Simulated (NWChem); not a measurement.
System: BH₂S₂F; SMILES FB(S)S

The following NWChem deck was run.

```
start job
memory heap 200 mb stack 900 mb global 1100 mb
geometry units angstroms noautoz
  B      0.000000     0.000000    -0.368708
  F      0.000000     0.000000    -1.695823
  S      1.630443     0.000000     0.420044
  H      1.204542     0.000000     1.698672
  S     -1.630443     0.000000     0.420044
  H     -1.204542     0.000000     1.698672
end
basis spherical
  * library def2-svp
end
dft
  xc b3lyp
  iterations 150
  vectors input atomic output neutral.movecs
end
task dft energy
charge 1
dft
  odft
  mult 2
  vectors input atomic output cation.movecs
end
task dft energy
```

Excerpt of the output:

```
             Northwest Computational Chemistry Package (NWChem) 7.3.0
             --------------------------------------------------------

 C2V symmetry detected

                             Geometry "geometry" -> ""
                             -------------------------

 Output coordinates in angstroms (scale by  1.889725989 to convert to a.u.)

  No.       Tag          Charge          X              Y              Z
 ---- ---------------- ---------- -------------- -------------- --------------
    1 B                    5.0000     0.00000000     0.00000000    -0.36314144
    2 F                    9.0000     0.00000000     0.00000000    -1.69025644
    3 S                   16.0000     1.63044300     0.00000000     0.42561056
    4 H                    1.0000     1.20454200     0.00000000     1.70423856
    5 S                   16.0000    -1.63044300     0.00000000     0.42561056
    6 H                    1.0000    -1.20454200     0.00000000     1.70423856

 Effective nuclear repulsion energy (a.u.)     186.3741407932

      Symmetry information
      --------------------

 Group name             C2v
 Group number             16
 Group order               4
 No. of unique centers     4

                                 NWChem DFT Module
                                 -----------------

 Summary of "ao basis" -> "ao basis" (spherical)
 ------------------------------------------------------------------------------
       Tag                 Description            Shells   Functions and Types
 ---------------- ------------------------------  ------  ---------------------
 B                          def2-svp                 6       14   3s2p1d
 F                          def2-svp                 6       14   3s2p1d
 S                          def2-svp                 8       18   4s3p1d
 H                          def2-svp                 3        5   2s1p

      Symmetry analysis of basis
      --------------------------

        a1         31
        a2          8
        b1         23
        b2         12

            General Information
            -------------------
          SCF calculation type: DFT
          Wavefunction type:  closed shell.
          No. of atoms     :     6
          No. of electrons :    48
           Alpha electrons :    24
            Beta electrons :    24
          Charge           :     0
          Spin multiplicity:     1
          Use of symmetry is: on ; symmetry adaption is: on
          Maximum number of iterations: 150
          AO basis - number of functions:    74
                     number of shells:    34
          Convergence on energy requested:  1.00D-06
          Convergence on density requested:  1.00D-05
          Convergence on gradient requested:  5.00D-04

              XC Information
              --------------
                         B3LYP Method XC Potential
                     Hartree-Fock (Exact) Exchange  0.200
                        Slater Exchange Functional  0.800 local
                    Becke 1988 Exchange Functional  0.720 non-local
              Lee-Yang-Parr Correlation Functional  0.810
                  VWN I RPA Correlation Functional  0.190 local

             Grid Information
             ----------------
          Grid used for XC integration:  medium
          Radial quadrature: Mura-Knowles
          Angular quadrature: Lebedev.
          Tag              B.-S. Rad. Rad. Pts. Rad. Cut. Ang. Pts.
          ---              ---------- --------- --------- ---------
          B                   0.85       49           8.0       434
          F                   0.50       49          10.0       434
          S                   1.00       88           9.0       590
          H                   0.35       45           9.0       434
          Grid pruning is: on
          Number of quadrature shells:   231
          Spatial weights used:  Erf1

      Superposition of Atomic Density Guess
      -------------------------------------

 Sum of atomic energies:        -919.48970095

      Non-variational initial energy
      ------------------------------

 Total energy =    -920.695125
 1-e energy   =   -1642.199642
 2-e energy   =     535.130377
 HOMO         =      -0.312481
 LUMO         =       0.059008

      Symmetry analysis of molecular orbitals - initial
      -------------------------------------------------

  Numbering of irreducible representations:

     1 a1          2 a2          3 b1          4 b2

  Orbital symmetries:

     1 b1          2 a1          3 a1          4 a1          5 b1
     6 a1          7 a1          8 b1          9 a1         10 b1
    11 b2         12 a2         13 a1         14 a1         15 b1
    16 a1         17 b1         18 b2         19 a1         20 b1
    21 a1         22 b2         23 b1         24 a2         25 a1
    26 b2         27 b1         28 a1         29 a1         30 a1
    31 b1         32 b1         33 b2         34 b1

   convergence    iter        energy       DeltaE   RMS-Dens  Diis-err
 ---------------- ----- ----------------- --------- --------- ---------
 d= 0,ls=0.0,diis     1   -921.9968876642 -1.11D+03  1.74D-02  6.75D-01
 d= 0,ls=0.0,diis     2   -921.9723062124  2.46D-02  9.30D-03  1.12D+00
 d= 0,ls=0.0,diis     3   -922.0825854020 -1.10D-01  1.83D-03  3.77D-02
 d= 0,ls=0.0,diis     4   -922.0851438957 -2.56D-03  7.70D-04  4.56D-03
 d= 0,ls=0.0,diis     5   -922.0856988512 -5.55D-04  2.23D-04  2.60D-04
  Resetting Diis
 d= 0,ls=0.0,diis     6   -922.0857364440 -3.76D-05  5.22D-05  1.63D-05
 d= 0,ls=0.0,diis     7   -922.0857389567 -2.51D-06  2.28D-05  7.46D-07
 d= 0,ls=0.0,diis     8   -922.0857389169  3.98D-08  1.20D-05  9.41D-07
 d= 0,ls=0.0,diis     9   -922.0857390688 -1.52D-07  1.66D-06  1.80D-08

         Total DFT energy =     -922.085739068769
      One electron energy =    -1644.400083182971
           Coulomb energy =      602.661720762749
    Exchange-Corr. energy =      -66.721517441698
 Nuclear repulsion energy =      186.374140793152

 Numeric. integr. density =       47.999997809035

                  Occupations of the irreducible representations
                  ----------------------------------------------

                     irrep           alpha         beta
                     --------     --------     --------
                     a1               11.0         11.0
                     a2                2.0          2.0
                     b1                8.0          8.0
                     b2                3.0          3.0

                       DFT Final Molecular Orbital Analysis
                       ------------------------------------

 Vector   22  Occ=2.000000D+00  E=-3.220087D-01  Symmetry=b1
              MO Center=  6.5D-16,  3.0D-16,  2.5D-01, r^2= 4.4D+00
   Bfn.  Coefficient  Atom+Function         Bfn.  Coefficient  Atom+Function
  ----- ------------  ---------------      ----- ------------  ---------------
    39      0.379623  3 S  px                62      0.379623  5 S  px
    36      0.306945  3 S  px                59      0.306945  5 S  px
     4      0.278029  1 B  px                33      0.175448  3 S  px
    56      0.175448  5 S  px                18     -0.171967  2 F  px
    21      0.115744  2 F  px                31      0.110662  3 S  s

 Vector   23  Occ=2.000000D+00  E=-3.069403D-01  Symmetry=b2
              MO Center= -1.1D-14, -2.7D-16,  2.0D-01, r^2= 3.6D+00
   Bfn.  Coefficient  Atom+Function         Bfn.  Coefficient  Atom+Function
  ----- ------------  ---------------      ----- ------------  ---------------
    40      0.382914  3 S  py                63      0.382914  5 S  py
    37      0.289344  3 S  py                60      0.289344  5 S  py
    19      0.202765  2 F  py                 5     -0.193657  1 B  py
    34      0.164415  3 S  py                57      0.164415  5 S  py
    22     -0.155951  2 F  py                 8      0.101904  1 B  py

 Vector   24  Occ=2.000000D+00  E=-2.700653D-01  Symmetry=a2
              MO Center=  1.3D-14, -4.5D-16,  4.3D-01, r^2= 4.0D+00
   Bfn.  Coefficient  Atom+Function         Bfn.  Coefficient  Atom+Function
  ----- ------------  ---------------      ----- ------------  ---------------
    40      0.470711  3 S  py                63     -0.470711  5 S  py
    37      0.332423  3 S  py                60     -0.332423  5 S  py
    34      0.188532  3 S  py                57     -0.188532  5 S  py
    10      0.034718  1 B  d -2

 Vector   25  Occ=0.000000D+00  E=-1.663703D-02  Symmetry=a1
              MO Center= -4.9D-14, -1.2D-14,  1.1D+00, r^2= 4.5D+00
   Bfn.  Coefficient  Atom+Function         Bfn.  Coefficient  Atom+Function
  ----- ------------  ---------------      ----- ------------  ---------------
    48      0.792511  4 H  s                 71      0.792511  6 H  s
    41     -0.564807  3 S  pz                64     -0.564807  5 S  pz
    32     -0.375180  3 S  s                 55     -0.375180  5 S  s
     9     -0.286337  1 B  pz                 2     -0.208881  1 B  s
    47      0.197485  4 H  s                 70      0.197485  6 H  s

 Vector   26  Occ=0.000000D+00  E=-6.367265D-03  Symmetry=b2
              MO Center= -1.2D-14,  1.6D-14, -2.0D-01, r^2= 2.8D+00
   Bfn.  Coefficient  Atom+Function         Bfn.  Coefficient  Atom+Function
  ----- ------------  ---------------      ----- ------------  ---------------
     5      0.627513  1 B  py                 8     -0.575974  1 B  py
    40      0.380389  3 S  py                63      0.380389  5 S  py
    19     -0.237170  2 F  py                22      0.230615  2 F  py
    37      0.171210  3 S  py                60      0.171210  5 S  py
    34      0.097081  3 S  py                57      0.097081  5 S  py

[...]
```

Level: B3LYP/def2-SVP, vertical spin-unrestricted ions. Coordinates come from a PBE0/def2-SVP optimisation.
